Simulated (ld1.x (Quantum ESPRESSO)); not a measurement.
What the settings do to the TM potential of tungsten (W)

Base potential:

ld1.x (Quantum ESPRESSO) 7.5 input, shortened:

```
&input
   title='W', zed=74., rel=1, dft='PZ', iswitch=3,
   config='[Xe] 4f14 5d4 6s0 6p0'
 /
 &inputp
   pseudotype=2, tm=.true., lloc=-1, rcloc=3.10,
   nlcc=.false.
 /
3
6S  1  0   0.00   0.00  2.50  2.50  0.0
6P  2  1   0.00   0.00  3.10  3.10  0.0
5D  3  2   4.00   0.00  2.15  2.15  0.0
 &test
   configts(1)='5d4 6s0 6p0'
 /
```

All-electron outer shells of the reference configuration (LDA (PZ), scalar-relativistic, ld1.x):

```json
{"shell": "4f", "level (eV)": "-49.69", "outermost node (bohr)": "–", "outermost maximum (bohr)": "0.43"}
{"shell": "5d", "level (eV)": "-20.20", "outermost node (bohr)": "0.63", "outermost maximum (bohr)": "1.49"}
{"shell": "6s", "level (eV)": "-19.64", "outermost node (bohr)": "1.27", "outermost maximum (bohr)": "2.48"}
{"shell": "6p", "level (eV)": "-13.17", "outermost node (bohr)": "1.51", "outermost maximum (bohr)": "3.07"}
```

Cutoffs, loose and tight: the cutoffs (Ry, on a coarse ladder) from which the occupation-weighted sum of valence levels, in a spherical-Bessel basis at the reference potential, stays within 10 and 1 mRy of its value at 400 Ry. They do not see the model core or the augmentation charge, which bear on the density cutoff. Test errors are all-electron minus pseudo excitation energies from the reference, over the configurations 5d4 6s2 6p0; 5d4 6s1 6p0; 5d3 6s0 6p0; 5d4 6s1 6p1; 5d4 6s0 6p2; 5d3 6s2 6p0; 5d2 6s0 6p0 (two spin-polarised tests are not counted in the largest error). A dash means not determined; rows that change the core or the reference have their own tests. The largest error is taken over the tests solved by every variant that gives reliable tests at all: 5d2 6s0 6p0; 5d3 6s0 6p0; 5d3 6s2 6p0; 5d4 6s0 6p2; 5d4 6s2 6p0.

A true bound ghost makes a file unfit for plane-wave use even where its test errors are small: the radial tests pick states by their node count and pass the ghost by.

```tsv
change	outcome	cutoff, loose	cutoff, tight	bound ghosts	largest test error (meV)
base	generated	30 Ry	35 Ry	none	+85
core correction a·sin(br)/r model core inside 2.06 bohr	generated	30 Ry	35 Ry	none	-477
reference 5d3 6s0 6p0	generated	30 Ry	35 Ry	none	+282 over the solved tests; 1 of 9 tests not solved or not reliable
all radii scaled by about 1.05 (s 2.62, p 3.26, d 2.26 bohr); local potential all-electron potential smoothed inside 3.26 bohr (lloc = -1)	generated	30 Ry	35 Ry	none	+82
wave 5d (bound): rc 2.15 bohr becomes 5d (bound): rc 2.06 bohr	generated	30 Ry	35 Ry	none	+85
functional BLYP	generated	30 Ry	35 Ry	none	+175
```

What comes out with this change to the base: type PAW; waves now 6s (bound): rcut 2.15, rcutus 2.50 bohr; 6s channel at -1.1 Ry: rcut 2.15, rcutus 2.50 bohr; 6p (bound): rcut 2.70, rcutus 3.10 bohr; 6p channel at 0.25 Ry: rcut 2.70, rcutus 3.10 bohr; 5d (bound): rcut 1.85, rcutus 2.15 bohr; 5d channel at -1.15 Ry: rcut 1.85, rcutus 2.15 bohr; local potential all-electron potential smoothed inside 2.20 bohr (lloc = -1); core correction a·sin(br)/r model core, default radius (ld1.x builds one for every PAW set, though the input has nlcc=.false.); augmentation PSQ, inside the norm-conserving radii?

outcome: generated; cutoff, loose: 21 Ry; cutoff, tight: 35 Ry; bound ghosts: s; largest test error (meV): test run stopped at test 1 of 9 (negative rho).

What comes out with this change to the base: wave 6s (bound): rc 2.50 bohr becomes 6s (bound): rc 1.78 bohr?

outcome: generated; cutoff, loose: 30 Ry; cutoff, tight: 35 Ry; bound ghosts: none; largest test error (meV): +433.
